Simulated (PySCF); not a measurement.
C2H7GeNO, singlet, geometry from GFN2-xTB. Base run: B3LYP/6-31G run with PySCF.

The PySCF input:
```python
from pyscf import gto, scf, dft, solvent

mol = gto.Mole()
mol.atom = '''
    Ge    0.020430    0.628445    0.669663
    O     0.842366    1.586493   -0.615923
    H     1.125239    2.473744   -0.411400
    N    -0.232909   -0.873464   -0.334254
    C    -0.888754   -2.022673    0.245078
    C     0.147952   -1.097885   -1.705514
    H    -1.801640   -2.276108   -0.306528
    H    -0.232197   -2.900516    0.231568
    H    -1.156048   -1.802448    1.280233
    H     0.842674   -1.941587   -1.787659
    H    -0.728414   -1.316524   -2.326319
    H     0.632887   -0.201153   -2.079335
'''
mol.basis = '6-31g'
mol.charge = 0
mol.spin = 0
mol.verbose = 4
mol.build()

mf = dft.RKS(mol)
mf.xc = 'b3lyp'
mf.kernel()
```

The base run was repeated with changes; each row names its change, and settings that it needs were set with it.

```csv
change,ΔE vs base (kcal/mol),dipole (D),HOMO-LUMO gap (eV)
base,0.000,0.45,5.00
model = C-PCM; solvent = methanol,-4.70,0.68,4.98
model = SS(V)PE; solvent = methanol,…,…,4.98
model = IEF-PCM; solvent = methanol; vdw_scale = 1.4,…,…,4.98
model = IEF-PCM; solvent = methanol; vdw_scale = 1.1,-6.61,0.75,4.98
model = IEF-PCM; solvent = methanol; vdw_scale = 1.0,-9.67,0.84,5.00
model = ddCOSMO; solvent = methanol,…,…,…
model = IEF-PCM; solvent = tetrahydrofuran,-3.81,0.63,4.98
model = IEF-PCM; solvent = n-hexane,-1.62,0.52,4.99
model = IEF-PCM; solvent = methanol,-4.60,0.68,4.98
model = IEF-PCM; solvent = dichloromethane,-3.97,0.64,4.98
model = IEF-PCM; solvent = methanol; lebedev_order = 11,-4.35,0.68,4.97
```

Q: What belongs in the gaps?

A: 
- model = SS(V)PE; solvent = methanol, ΔE vs base (kcal/mol): -4.54
- model = SS(V)PE; solvent = methanol, dipole (D): 0.67
- model = IEF-PCM; solvent = methanol; vdw_scale = 1.4, ΔE vs base (kcal/mol): -2.36
- model = IEF-PCM; solvent = methanol; vdw_scale = 1.4, dipole (D): 0.59
- model = ddCOSMO; solvent = methanol, ΔE vs base (kcal/mol): -3.35
- model = ddCOSMO; solvent = methanol, dipole (D): 0.65
- model = ddCOSMO; solvent = methanol, HOMO-LUMO gap (eV): 5.01

The base is the gas phase, so ΔE is the electrostatic part of solvation at a fixed geometry, without cavity and dispersion terms.
